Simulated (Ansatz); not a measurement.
Pulling on the As1–N2 bond in AsN (multiplicity 1 held). Energies count from the point at 1.611 Å.


R- and RO- levels are restricted; in cc, def2 and unpolarised 6-31G sets they are followed outwards from rest. U- levels take the lowest unrestricted solution at each point, which mixes spins at long bonds. Curves can end on different states.

Correlated levels freeze the cores. Filled d and f shells under p-block atoms count as core.

Programs: Ansatz (a quantum-chemistry and plane-wave program). 

Question: One of these levels gives 325.8 kJ/mol for the energy at R = 6.446 Å. Name it.
A) R-HF/cc-pVDZ
B) U-CCSD/cc-pVDZ
C) U-SCS-MP2/cc-pVDZ
D) R-MP2/cc-pVDZ

Answer: B, U-CCSD/cc-pVDZ. The others give 1335.7 (R-HF/cc-pVDZ), 208.8 (R-MP2/cc-pVDZ), 239.1 (U-SCS-MP2/cc-pVDZ)

Doubts at one or more of the structures used: a restricted determinant that unrestricted orbitals would lower (R-HF/cc-pVDZ, R-MP2/cc-pVDZ); a spin-contaminated determinant (U-SCS-MP2/cc-pVDZ, U-CCSD/cc-pVDZ); T1 above 0.05 (U-CCSD/cc-pVDZ).
